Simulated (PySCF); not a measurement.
Bonds (- single, = double, # triple, : aromatic): C1=C2, C2-C3, C3-P4, P4-C5, C5-C6, C6=C7, C7-C8, C8-P4. C1 carries H9, H10; C2 carries H11; C3 carries H12, H13; C5 carries H14, H15; C6 carries H16; C7 carries H17; C8 carries H18, H19. H9 is cis to C3; H10 is trans to C3.

Computational details: geometry from GFN2-xTB, shieldings: GIAO PBE0/pcSseg-1, in PySCF (non-relativistic Hamiltonian, gas phase, fast rotation and ring inversion assumed for equivalent nuclei, single conformer).

Scale: $^{13}$C (σ = 186.93 ppm) and $^{1}$H (σ = 31.72 ppm) against TMS; $^{31}$P (σ = 318.38 ppm) vs H3PO4 (reference shieldings calculated alike).

```json
{"atoms": "H12/H13", "nucleus": "$^{1}$H", "count": "2", "δ (ppm)": "2.14"}
{"atoms": "C6/C7", "nucleus": "$^{13}$C", "count": "2", "δ (ppm)": "136.9"}
{"atoms": "H10", "nucleus": "$^{1}$H", "count": "1", "δ (ppm)": "?"}
{"atoms": "C2", "nucleus": "$^{13}$C", "count": "1", "δ (ppm)": "144.1"}
{"atoms": "C5/C8", "nucleus": "$^{13}$C", "count": "2", "δ (ppm)": "36.5"}
{"atoms": "C3", "nucleus": "$^{13}$C", "count": "1", "δ (ppm)": "39.1"}
{"atoms": "H9", "nucleus": "$^{1}$H", "count": "1", "δ (ppm)": "?"}
{"atoms": "P4", "nucleus": "$^{31}$P", "count": "1", "δ (ppm)": "?"}
{"atoms": "H14/H15/H18/H19", "nucleus": "$^{1}$H", "count": "4", "δ (ppm)": "?"}
{"atoms": "C1", "nucleus": "$^{13}$C", "count": "1", "δ (ppm)": "122.9"}
{"atoms": "H11", "nucleus": "$^{1}$H", "count": "1", "δ (ppm)": "6.13"}
{"atoms": "H16/H17", "nucleus": "$^{1}$H", "count": "2", "δ (ppm)": "6.04"}
```

Problem. Estimate the values marked ?.

Solution. 
- H10: 5.33 ppm, hydrogen on a terminal =CH2 carbon; attached to an sp2 carbon and in the plane of the double bond
- H9: 5.18 ppm, hydrogen on a terminal =CH2 carbon; a vinylic proton, deshielded by the sp2 carbon and the C=C anisotropy
- H14/H15/H18/H19: 2.50 ppm, hydrogen on an allylic sp3 CH2 bonded to P; allylic position
- P4: -47.3 ppm, phosphorus bonded to 3 C, in a 5-membered ring

Shifts are as computed. Against solution values, carbons near 30 ppm lie about +3 ppm off and those near 130 ppm about +5 ppm. Of 1211 compounds with measured shifts, 218 miss one by over three times the rms of a fit or turn the order of signals round; such compounds aren't used in these exercises. Experimental scales use liquid or dissolved standards, which lie at an offset from isolated H3PO4.
